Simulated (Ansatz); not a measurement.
```xyz
13

C     1.359   -0.435    1.252
C     0.372   -0.506    0.130
Al   -1.768    0.188   -0.217
C     0.367    0.366   -0.939
N    -0.703    0.375   -1.760
H     2.105   -1.233    1.189
H     1.888    0.520    1.245
H     0.874   -0.525    2.227
H    -0.136   -1.461   -0.025
H    -2.051    1.561    0.524
H    -2.759   -1.046   -0.109
H     1.129    1.148   -1.008
H    -0.676    1.047   -2.508
```

Charge 0, multiplicity 1. The bonds changed during the relaxation, so this is another structure than the one it started from.

Q: List the r2SCAN/def2-TZVPP orbital energies in eV (Ansatz 0.2.0). (Best estimate.)

A: Ansatz gave: Occupied: -1516.53, -385.28, -274.89, -273.29, -273.18, -110.00, -70.29, -70.18, -70.10, -24.28, -20.41, -17.63, -14.93, -13.58, -11.83, -10.94, -10.19, -10.07, -9.51, -8.61, -8.06, -6.82, -5.63. Lowest empty: -1.37, -0.16, 1.01, 1.46, 1.71, 2.11, 2.58, 3.04.
